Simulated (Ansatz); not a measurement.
Ansatz results at the PBE0-D4/def2-TZVP geometry: HOMO energy (PBE/def2-TZVPP) -5.65 eV; LUMO energy (B3LYP/def2-TZVPP) -0.06 eV; size of the dipole moment (B3LYP/def2-TZVPP) 1.15 D.

Each molecule was computed in one conformer, which needn't be the lowest.

Question: Which molecule gave them?
A. `O[SiH2]S[SiH2]Cl`
B. `F[SiH2]C[SiH2]F`
C. `F[SiH2]S[SiH3]`
D. `[NH2][GeH2][Si](N)(O)O`

Answer: D. The others give `F[SiH2]C[SiH2]F`: -7.92, -0.70, 0.66; `O[SiH2]S[SiH2]Cl`: -6.75, -0.43, 0.44; `F[SiH2]S[SiH3]`: -6.71, -0.39, 1.10.

B3LYP here is the variant with VWN-RPA as its local correlation; programs differ in this.
